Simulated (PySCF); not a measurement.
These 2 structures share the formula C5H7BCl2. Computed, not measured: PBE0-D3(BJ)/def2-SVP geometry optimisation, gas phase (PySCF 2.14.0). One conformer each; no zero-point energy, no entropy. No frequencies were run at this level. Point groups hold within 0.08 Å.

Question: Order them by energy at this level, lowest first, and give relative energies in kcal/mol.
A. `[CH2:1]=[C:2]([CH3:3])/[CH:4]=[CH:5]/[B:6]([Cl:7])[Cl:8]` with C1–C2–C4–C5 180°
B. `ClB(Cl)C=C1CCC1`

Answer: A (0.0), B (3.8).

As drawn, the higher has a four-membered ring, which the lower lacks.

```
            SMILES       E (Eh)  E rel (kcal/mol)  dipole (D)  point group       A, B, C (MHz)
C=C(C)/C=C/B(Cl)Cl  -1139.05717               0.0        2.97           Cs  2385, 646.3, 510.1
   ClB(Cl)C=C1CCC1  -1139.05117               3.8        3.02           Cs  2756, 744.5, 592.7
```

Q: How do the relative energies change in single points at wB97X-D/def2-SVPD (no added dispersion term) on the same geometries?

A: 
| SMILES | PBE0-D3(BJ)/def2-SVP (kcal/mol) | wB97X-D/def2-SVPD (kcal/mol) | shift |
| --- | --- | --- | --- |
| C=C(C)/C=C/B(Cl)Cl | 0.0 | 0.0 | 0.0 |
| ClB(Cl)C=C1CCC1 | 3.8 | 4.3 | +0.5 |

Each column counts from its own lowest isomer. The order is unchanged; the largest shift is 0.5 kcal/mol.
